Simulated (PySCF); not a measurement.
PySCF 2.14 output of an unrestricted TPSSh calculation on a single atom or ion in aug-cc-pwCVTZ-DK3 (11s10p8d5f1g, 125 functions), with the spin-free X2C one-electron Hamiltonian (Gaussian nucleus):

```
SCF conv_tol = 1e-09
number electrons alpha = 42  beta = 39
    V. N. Staroverov, G. E. Scuseria, J. Tao, and J. P. Perdew.,  J. Chem. Phys. 119, 12129 (2003)
cycle= 1 E= -20246.6164846593  delta_E= -0.0186  |g|= 0.239  |ddm|= 0.722
cycle= 2 E= -20246.6157900517  delta_E= 0.000695  |g|= 0.228  |ddm|= 0.268
cycle= 3 E= -20246.6199541323  delta_E= -0.00416  |g|= 0.0206  |ddm|= 0.129
cycle= 4 E= -20246.6200282429  delta_E= -7.41e-05  |g|= 0.000827  |ddm|= 0.0234
cycle= 5 E= -20246.6200286796  delta_E= -4.37e-07  |g|= 0.000183  |ddm|= 0.00398
cycle= 6 E= -20246.6200287029  delta_E= -2.33e-08  |g|= 1.95e-05  |ddm|= 0.000861
cycle= 7 E= -20246.6200287033  delta_E= -4.55e-10  |g|= 3.47e-06  |ddm|= 0.000176
converged SCF energy = -20246.6200287033  <S^2> = 3.7518838  2S+1 = 4.0009418
```

The run itself started from symmetry-adapted Hartree-Fock orbitals and held the occupation by maximum overlap, on a logarithmic radial grid, so the iterations belong to that start.

Problem. Which element, charge and spin multiplicity is this?

Solution. Tl (thallium, neutral), multiplicity 4; the state was [Xe] 4f14 5d10 6s1 6p1 6d1, one real determinant (an excited configuration).

⟨L²⟩ = 8.01 against 12 for a pure F term, so this real determinant mixes terms. Spin-orbit coupling, absent here, splits the open shell strongly. The outer electron is Rydberg-like, and this basis confines it to a smaller radius and binds it less than a complete one would.
